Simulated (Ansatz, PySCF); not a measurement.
Process, species as SMILES: C=CC[Si](F)(F)CC=C + 4 C (CH4) + 3 [SiH4] (SiH4) → 2 C=C (C2H4) + 2 CC (C2H6) [ethane] + 2 C[SiH3] + 2 F[SiH3] [fluorosilane]
Geometries: B3LYP-D3(BJ)/def2-TZVP minima from Ansatz (an electronic-structure program), one conformer each, not searched for the lowest. Frequencies are from Ansatz or PySCF.

Wanted: bond separation energy (enthalpy at 298 K, with B3LYP-D3(BJ) rigid-rotor harmonic-oscillator terms), in kcal/mol. Valence correlation only, unless marked. No spin-orbit coupling. No relativistic terms. CBS(X,Y): correlation extrapolated as X^-3; Hartree-Fock from the larger set. The bracket is a focal-point correction in the basis named.

RI-MP2/CBS(cc-pV(T+d)Z,cc-pV(Q+d)Z)+[CCSD(T)-MP2]/cc-pV(T+d)Z (Ansatz) gives 26.0 kcal/mol.

Another calculation gave 22.1 kcal/mol. Which level was it?
(A) r2SCAN0/def2-TZVPD (Ansatz)
(B) SVWN5/def2-TZVPD (Ansatz)
(C) BHLYP/def2-TZVPD (Ansatz)
(D) B97M-V/def2-TZVPD (Ansatz)

C, BHLYP/def2-TZVPD (Ansatz). The others give 27.2 (r2SCAN0), 29.8 (B97M-V), 32.4 (SVWN5) kcal/mol.
